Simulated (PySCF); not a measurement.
## Electron correlation in N (nitrogen, neutral)

[He] 2s1 2p4, high-spin 4P determinant (an excited configuration). Calculation: PySCF 2.14, in dyall-acv3z (15s9p4d2f, 76 functions); no relativity, point nucleus. Frozen: nothing; 7 electrons correlated; the 5 highest virtual orbitals of each spin left out.

```tsv
level	correlation energy (mhartree)
CCSD	-166.97
(T)	-5.21
CCSD(T)	-172.18
```

Diagnostics: T1 = 0.022, D1 = 0.0716, largest double amplitude 0.137.

Cost of the coupled-cluster step: about 12 core-seconds, for 7 correlated electrons.
